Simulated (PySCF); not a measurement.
**Structure elucidation problem**

The spectra below were simulated for a compound C$_{6}$H$_{5}$FSi.

¹H NMR (400 MHz, computed): δ 5.96 (m, 1H), 4.80 (m, 2H), 3.22 (d, 1H), 2.02 (t, 1H).

¹³C{¹H} NMR (computed): δ 185.5 (C), 112.8 (CH), 107.1 (CH), 98.7 (CH), 83.3 (C), 79.5 (C).

PySCF calculation with structure optimised with GFN2-xTB and PBE0/pcSseg-1 with gauge-including orbitals; no solvent model, non-relativistic, one conformer, equivalent nuclei averaged.

Shifts are taken against calculated references (same method and geometry level): TMS for ¹H (σ = 31.72 ppm) and ¹³C (σ = 186.93 ppm).

Question: Choose the structure that fits.
A. C#CC1=C(F)[SiH2]C=C1
B. C#CC1=CC=C(F)[SiH2]1
C. C#C/C=C(\F)[SiH2]C#C

Answer: C. 

Rings plus π bonds: 5 (no ring in the answer). 6 carbon signals for 6 carbons: no two carbons are equivalent. Carbon types of the structure: 3 × C, 3 × CH, leaving 2 H on heteroatoms. δC 185.5: fully substituted alkene carbon. δC 112.8: alkene CH; the olefinic region. δC 107.1, 98.7: terminal alkyne carbon. δC 83.3, 79.5: alkyne carbon; the triple bond shields along its axis, which puts it between sp3 and sp2 carbons. δH 5.96: hydrogen on an alkene CH; attached to an sp2 carbon and in the plane of the double bond.

The others: C#CC1=C(F)[SiH2]C=C1 has carbons computed at 194.8, 158.3, 124.5, 120.5, 96.9, 80.8; C#CC1=CC=C(F)[SiH2]1 has carbons computed at 186.1, 161.7, 132.2, 117.4, 93.6, 87.6.

Splittings by ¹⁹F in the carbon and heteronuclear signals aren't shown, as no couplings were computed. Shifts are as computed. Against solution values, carbons near 30 ppm lie about +3 ppm off and those near 130 ppm about +5 ppm. Of 1211 compounds with measured shifts, 218 miss one by over three times the rms of a fit or turn the order of signals round; such compounds aren't used in these exercises. Multiplicities follow the n + 1 count of equivalent neighbours, as no J values were calculated; m marks all less simple cases, F and P coupling included.
